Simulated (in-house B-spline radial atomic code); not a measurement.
Sn²²⁺. Computed with a B-spline radial atomic code. Model: all-electron spherical atom, spin shells full or empty, radial basis limit, no spin-orbit coupling: exact exchange with a local potential (Slater, KLI or optimised effective potential, whose far tail is KLI's), no correlation.

Exchange potential has not reached -1/r at the last radius.

The run also made RPA and GW results, which its time includes.

The Slater potential averages the orbital exchange potentials with the orbital densities as weights, KLI adds orbital constants, and the optimised effective potential minimises the exact-exchange energy among local potentials. So their energies lie above Hartree-Fock in the order OEP, KLI, Slater. All fall off as −1/r, unlike LDA and GGA exchange.

Command:
```bash
python run_gw.py task.json out
```
Settings (lengths in bohr, energies in hartree):
```
Z                      50
electrons              28
configuration          [Ar] 3d10
hamiltonian            nr
method                 slater
lmax                   9
spin_polarised         False
box_radius             3.81
intervals              66
```

Run time, properties included: 3.3 s on 1 thread of Arm Neoverse N1, on a shared host.

Given: hamiltonian non-relativistic; mean-field start Slater potential.

Computed: energy above Hartree-Fock 168.47 millihartree; virial ratio -E/T less 1 -0.0082.

```csv
radius (bohr),r times exchange potential (hartree bohr)
0.001,-0.051881
0.00121,-0.062728
0.00146,-0.075607
0.00176,-0.09101
0.00212,-0.1094
0.00256,-0.1317
0.00309,-0.15829
0.00373,-0.18995
0.0045,-0.22728
0.00543,-0.27113
0.00655,-0.32199
0.0079,-0.38026
0.00953,-0.44594
0.0115,-0.5183
0.0139,-0.59617
0.0168,-0.67575
0.0202,-0.75023
0.0244,-0.81714
0.0294,-0.86599
0.0355,-0.8921
0.0429,-0.90281
0.0517,-0.93096
0.0624,-1.01
0.0753,-1.1344
0.0909,-1.27
0.11,-1.3788
0.132,-1.4249
0.16,-1.4099
0.193,-1.4192
0.233,?
0.281,?
0.339,-1.8368
0.409,-1.8432
0.493,-1.7492
0.595,-1.6052
0.718,-1.4616
0.866,-1.3418
```

What belongs in the row 0.233?

r times exchange potential (hartree bohr): -1.5436.

What belongs in the row 0.281?

r times exchange potential (hartree bohr): -1.7186.

| occupied | level (hartree) | Hartree-Fock level (hartree) |
| --- | --- | --- |
| 1s | -1061.6 | -1065.6 |
| 2s | -179.06 | -180.74 |
| 2p | ? | ? |
| 3s | -53.659 | -54 |
| 3p | -49.715 | -49.676 |
| 3d | -42.401 | -41.847 |

What belongs in the row 2p?

level (hartree): -169.73; Hartree-Fock level (hartree): -170.38.

| empty | level (hartree) |
| --- | --- |
| 4s | -25.007 |
| 4p | ? |
| 4d | -20.81 |
| 4f | -17.939 |
| 5s | -14.538 |
| 5p | -13.816 |

What belongs in the row 4p?

level (hartree): -23.47.

The highest level, 3d, differs from Hartree-Fock by -15 eV and the deepest, 1s, by +111 eV: the Slater potential lacks the response part and is deeper than the optimised one throughout, so the top level comes too deep.
